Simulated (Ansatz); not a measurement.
Isolated molecules relaxed with PBE0-D4/def2-TZVP in Ansatz; ΔE leaves out vibrations. CCSD(T)/CBS is the MP2 limit (def2-TZVPP, def2-QZVPP) plus CCSD(T) − MP2 in def2-TZVPP, frozen cores. This one scheme is used for every species. Functionals use def2-TZVPP. For Br outer-core shells are correlated without core-valence functions, which leaves a few kJ/mol of doubt a bond. Scalar relativity is left out up to krypton. Each species was taken in one conformer, which may not be the lowest.

Consider the hydrogenolysis of a C–C bond: `N=C(O)CBr` + H₂ → `CBr` + `N=CO`.

`N=C(O)CBr`:

Cartesian coordinates in Å:
```
N 1.280 -0.482 -0.765
C 0.093 -0.205 -0.467
O -0.912 -0.433 -1.333
C -0.488 0.388 0.787
Br 0.825 0.773 2.139
H 1.916 -0.250 -0.007
H -0.505 -0.812 -2.125
H -1.211 -0.302 1.220
H -0.997 1.322 0.551
```

H₂:

Z-matrix (Å, degrees):
```
H
H 1 0.746
```

`CBr`:

Cartesian coordinates in Å:
```
C 0.010 -0.063 -0.174
Br -0.089 0.592 1.641
H 0.009 0.795 -0.840
H -0.858 -0.692 -0.351
H 0.929 -0.632 -0.276
```

`N=CO`:

Z-matrix (Å, degrees):
```
C
O 1 1.336
N 1 1.258 2 122.1
H 1 1.092 2 110.5 3 -180.0
H 2 0.968 1 106.6 3 -0.0
H 3 1.014 1 111.3 2 180.0
```

```csv
level,ΔE (eV)
ωB97M-V,-0.44
CCSD/CBS(def2),-0.48
```

Problem. What does CCSD(T)/CBS give? (An estimate is asked.)

Solution. Computed: -0.42 eV. The listed levels differ from it by -0.02, -0.06 eV.

Largest T1 diagnostic among the species: 0.014.

In def2-TZVPP, CCSD(T) changes the Hartree–Fock value by +0.29 eV (the triples alone add +0.06 eV) and MP2 by +0.36 eV. The D4 term adds +0.13 eV with B3LYP and +0.07 eV with PBE0; it sums over pairs of atoms, weighted by their polarisabilities, and B3LYP, whose exchange is more repulsive, gets the larger term.

B3LYP here is the variant with VWN-RPA as its local correlation; programs differ in this.
